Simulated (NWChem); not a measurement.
# CH5ClFNSi; SMILES N[Si@@H](Cl)CF

```xyz
10

N     -1.8348    -0.2114     0.1631
Si    -0.2406     0.0436    -0.3939
Cl     0.6778     1.7902     0.3068
C      0.9028    -1.3214     0.2404
F      0.4888    -2.5563    -0.2084
H     -2.6215     0.2346    -0.2940
H     -2.0344    -0.4140     1.1360
H     -0.2867     0.1368    -1.8747
H      0.9239    -1.3180     1.3462
H      1.9379    -1.1332    -0.0966
```
Atoms are numbered in this order, from 1.

Computed with NWChem. Pople sets run with spherical d functions. Structure relaxed at the PBE0/def2-SVP level. Atomic charges in e: unrestrained fits to the electrostatic potential beside Mulliken populations; buried atoms are poorly determined by the fit.

For level Hartree-Fock/6-31G*:

```
Property      Result
------------  ------
ESP N1         -1.03
Mulliken N1    -1.06
ESP Si2         0.89
Mulliken Si2    1.04
Mulliken Cl3   -0.41
Mulliken C4    -0.13
Mulliken F5    -0.44
```

Estimate the same quantities for level B3LYP/def2-SVP.


- ESP N1: -0.80
- Mulliken N1: -0.34
- ESP Si2: 0.60
- Mulliken Si2: 0.58
- Mulliken Cl3: -0.29
- Mulliken C4: 0.09
- Mulliken F5: -0.27
